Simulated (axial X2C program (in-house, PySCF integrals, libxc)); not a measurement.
## PrOH⁺: the levels of the configuration f3 s0 d(πδ)0

Calculated with an axial X2C code built on PySCF integrals: two-component X2C with atomic mean-field Coulomb and Gaunt terms, basis Pr dyall-v3z, O dyall-v3z, H dyall-v3z (cores contracted in-house). Orbitals come from Hartree–Fock averaged over the configuration Pr f3 s0 d(πδ)0; CI then distributes these electrons over the f, s, d(πδ) shells of Pr.

Pr–O–H held linear, bonds 2.088 and 0.950 Å (the second held) (near the minimum of the configuration average).

Active spinors (ω > 0):

| shell | ω | ε (eV) | character |
| --- | --- | --- | --- |
| f | 1/2 | 4.00 | 94% Pr f, 6% Pr d |
| f | 3/2 | 4.08 | 94% Pr f, 6% Pr d |
| f | 1/2 | 4.12 | 93% Pr f, 7% Pr d |
| f | 3/2 | 4.27 | 97% Pr f |
| f | 5/2 | 4.28 | 99% Pr f |
| f | 5/2 | 4.39 | 98% Pr f |
| f | 7/2 | 4.49 | 100% Pr f |
| s | 1/2 | -4.15 | 84% Pr s, 11% Pr p, 4% Pr d |
| d(πδ) | 3/2 | -2.03 | 98% Pr d |
| d(πδ) | 5/2 | -1.97 | 98% Pr d |
| d(πδ) | 3/2 | 2.61 | 94% Pr d, 5% Pr f |
| d(πδ) | 1/2 | 2.69 | 92% Pr d |

Lowest levels of this model:

| Ω | energy (cm⁻¹) | g∥ | configuration |
| --- | --- | --- | --- |
| 9/2 | 0 | 6.42 | 100% f3 |
| 7/2 | 225 | 4.76 | 100% f3 |
| 5/2 | 504 | 3.41 | 100% f3 |
| 1/2 | 580 | 0.78 | 100% f3 |
| 3/2 | 598 | 2.22 | 100% f3 |
| 11/2 | 1299 | 10.49 | 100% f3 |
| 9/2 | 1479 | 8.50 | 100% f3 |
| 7/2 | 1696 | 6.78 | 100% f3 |
| 5/2 | 1805 | 4.95 | 100% f3 |
| 3/2 | 1863 | 2.91 | 100% f3 |
| 1/2 | 1875 | 0.96 | 100% f3 |
| 13/2 | 2707 | 14.34 | 100% f3 |
| 11/2 | 2853 | 12.10 | 100% f3 |
| 9/2 | 3068 | 10.07 | 100% f3 |
| 7/2 | 3206 | 7.94 | 100% f3 |
| 5/2 | 3276 | 5.65 | 100% f3 |
| 1/2 | 3301 | 1.10 | 100% f3 |
| 3/2 | 3301 | 3.34 | 100% f3 |
| 15/2 | 4212 | 18.00 | 100% f3 |
| 13/2 | 4305 | 15.66 | 100% f3 |
| 11/2 | 4545 | 13.41 | 100% f3 |
| 9/2 | 4756 | 11.04 | 100% f3 |
| 1/2 | 4826 | 1.17 | 100% f3 |
| 3/2 | 4851 | 3.54 | 100% f3 |
| 7/2 | 4858 | 8.53 | 100% f3 |
| 5/2 | 4876 | 6.00 | 100% f3 |
| 11/2 | 14826 | 12.02 | 100% f3 |

g∥ is the magnitude of 2⟨Lz + ge Sz⟩ for the +Ω component.

Question: From Ω and g∥ of the lowest level, whose 2⟨Lz + ge Sz⟩ is positive, find ⟨Sz⟩ and ⟨Lz⟩ (ge = 2.0023).

Answer: Ω = ⟨Lz⟩ + ⟨Sz⟩ = 9/2 and ⟨Lz⟩ + ge⟨Sz⟩ = 3.210, so ⟨Sz⟩ = -1.29 and ⟨Lz⟩ = 5.79.

Occupations of the active spinors in the lowest level by ω, shell by shell in order of energy: -7/2: 0.00; -5/2: 0.00 0.00 0.00; -3/2: 0.00 0.00 0.00 0.00; -1/2: 0.07 0.02 0.00 0.00; 1/2: 0.77 0.14 0.00 0.00; 3/2: 0.14 0.81 0.00 0.00; 5/2: 0.68 0.32 0.00; 7/2: 0.05. The leading determinant has weight 0.45 among 98.

This point took 1.7 s on 1 thread of Arm Neoverse V2, with other jobs on the host.

Dynamic correlation is missing, so gaps between terms are too wide and other configurations may lie lower; the lowest level listed is that of this model, not necessarily the ground state. At most 4 roots were kept for each Ω > 0 (twice that for Ω = 0) within 2.2 eV of the lowest, so higher up levels can be missing between those listed; levels with Ω > 0 are doubly degenerate and listed once, Ω = 0 levels singly. States that fill the shells left empty in the average are placed too high. The molecule was held linear; bending was not examined.
